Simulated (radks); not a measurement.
The numbers below are computed, except where a source is named.
All-electron atom: Sm+ in [Xe] 4f6 6s1. Code: a radial shooting solver on a logarithmic mesh with Libxc functionals. Model: Dirac Kohn-Sham, PBE, spin-unpolarised, spherical densities, finite nucleus; open shells fill j = l - 1/2 first; Fermi nuclear charge, rms radius 5.0819 fm.

Normalised radial functions P(r) = r R(r) (large component), r in bohr:

r,4f7/2
0.002029,0.0000
0.00275,0.0000
0.003727,0.0000
0.005091,0.0000
0.0069,0.0000
0.009351,0.0000
0.01277,0.0001
0.01731,0.0002
0.02346,0.0005
0.0318,0.0015
0.04344,0.0044
0.05888,0.0121
0.0798,0.0310
0.109,0.0752
0.1477,0.1625
0.2002,0.3139
0.2714,0.5315
0.3707,0.7803
0.5024,0.9596
0.6809,0.9899
0.9303,0.8626
1.261,0.6565
1.709,0.4417
2.316,0.2628
3.164,0.1358
4.288,0.0615
5.811,0.0220
7.939,0.0052
10.76,0.0007

4f7/2 (empty): eigenvalue -8.120 eV, 0 radial nodes, <r> = 1.02 bohr, 90 % of the charge inside 1.81 bohr.
